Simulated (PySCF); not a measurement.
# Exercise with solution: entropy of an ideal gas

Ge(Cl)2(OH)2 (Cl2GeH2O2), SMILES [OH][Ge]([Cl])([OH])[Cl].

Geometry optimised at PBE-D3(BJ)/def2-SVP. Other conformers were not sampled.

PBE-D3(BJ)/def2-SVP in PySCF gives the harmonic wavenumbers 107, 138, 143, 193, 212, 224, 253, 405, 445, 687, 722, 892, 914, 3706, 3708 cm⁻¹ and the rotational temperatures 0.1228, 0.0799, 0.0695 K. The molar mass is 177.54 g/mol, the symmetry number 2, the spin multiplicity 1.

Task: Work out the entropy at 298.15 K and 1 atm in the rigid-rotor, harmonic-oscillator model.

Result: 
Translation (Sackur–Tetrode at 1 atm): S = R[1.5 ln M + 2.5 ln T − 1.16487] = 173.3 J/(mol K).
Rotation: q = (√π/σ) T^1.5/√(θA θB θC) = 175000, S = R[ln q + 3/2] = 112.8 J/(mol K).
Vibration: with u = 1.4388 ν/T, each mode gives R[u/(e^u − 1) − ln(1 − e^−u)]:
```json
[
 {"ν (cm⁻¹)": "107", "modes": "1", "u": "0.52", "S (J/(mol K))": "13.90"},
 {"ν (cm⁻¹)": "138", "modes": "1", "u": "0.67", "S (J/(mol K))": "11.85"},
 {"ν (cm⁻¹)": "143", "modes": "1", "u": "0.69", "S (J/(mol K))": "11.56"},
 {"ν (cm⁻¹)": "193", "modes": "1", "u": "0.93", "S (J/(mol K))": "9.20"},
 {"ν (cm⁻¹)": "212", "modes": "1", "u": "1.02", "S (J/(mol K))": "8.48"},
 {"ν (cm⁻¹)": "224", "modes": "1", "u": "1.08", "S (J/(mol K))": "8.06"},
 {"ν (cm⁻¹)": "253", "modes": "1", "u": "1.22", "S (J/(mol K))": "7.15"},
 {"ν (cm⁻¹)": "405", "modes": "1", "u": "1.95", "S (J/(mol K))": "3.95"},
 {"ν (cm⁻¹)": "445", "modes": "1", "u": "2.15", "S (J/(mol K))": "3.39"},
 {"ν (cm⁻¹)": "687", "modes": "1", "u": "3.32", "S (J/(mol K))": "1.35"},
 {"ν (cm⁻¹)": "722", "modes": "1", "u": "3.48", "S (J/(mol K))": "1.18"},
 {"ν (cm⁻¹)": "892", "modes": "1", "u": "4.30", "S (J/(mol K))": "0.60"},
 {"ν (cm⁻¹)": "914", "modes": "1", "u": "4.41", "S (J/(mol K))": "0.55"}
]
```
The stiffer modes add less than 0.005 each. Sum 81.2 J/(mol K).
Spin: R ln 1 = 0.0 J/(mol K).
Total 367.4 J/(mol K); the program's own thermochemistry gives 367.4. Translation makes up 47 % and vibration 22 %. Anharmonicity, hindered rotation and orbital degeneracy are left out.
